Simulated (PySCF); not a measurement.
Fill in the blanks.

C₆H₅FSSi.
SMILES: `C#C[Si@@H](F)c1cccs1`

Conformer (atom-mapped SMILES and torsion angles): `[CH:1]#[C:2][Si@@H:3]([F:4])[c:5]1[cH:6][cH:7][cH:8][s:9]1`: C2–Si3–C5–C6 -123°.

```tsv
property	level	value
point group	PBE0-D3(BJ)/def2-SVP	C1
rotational constants A, B, C	PBE0-D3(BJ)/def2-SVP	?
dipole moment	B3LYP/def2-SVPD	?
HOMO energy	B3LYP/def2-SVPD	?
LUMO energy	B3LYP/def2-SVPD	-1.27 eV
lowest singlet excitation	TDDFT B3LYP/def2-SVPD	?
strongest line among the 6 lowest singlet transitions	TDDFT B3LYP/def2-SVPD	?
static isotropic polarisability	B3LYP/def2-SVPD	?
electronic spatial extent ⟨r²⟩ about the centre of nuclear charge	B3LYP/def2-SVPD	1721 bohr²
```

Electronic properties: PySCF, gas phase, density fitting. Geometry: PBE0-D3(BJ)/def2-SVP, one conformer, isolated molecule.

Question: The lowest singlet excitation?

Answer: 5.09 eV (243 nm, f = 0.001).

Question: Give the dipole moment.

Answer: 1.85 D.

Question: Give the HOMO energy.

Answer: -7.01 eV.

Question: The static isotropic polarisability?

Answer: 109.1 au.

Question: The rotational constants A, B, C?

Answer: 2.074, 0.811, 0.640 GHz.

Question: The strongest line among the 6 lowest singlet transitions?

Answer: S2 at 5.36 eV (232 nm, f = 0.151).

The principal polarisabilities are 82.6, 106.4 and 138.3 au; their mean is the isotropic value. With B = h/(8π²I), that is 505.379 GHz u Å² over I, the principal moments of inertia are 243.7, 622.9 and 789.6 u Å² (most abundant isotopes); the inertial defect Ic − Ia − Ib is -77.0 u Å² (zero for a rigid planar frame, negative otherwise). No computed singlet falls in the visible range (750 to 380 nm, 1.65 to 3.26 eV); S1 lies 1.83 eV above its blue end.
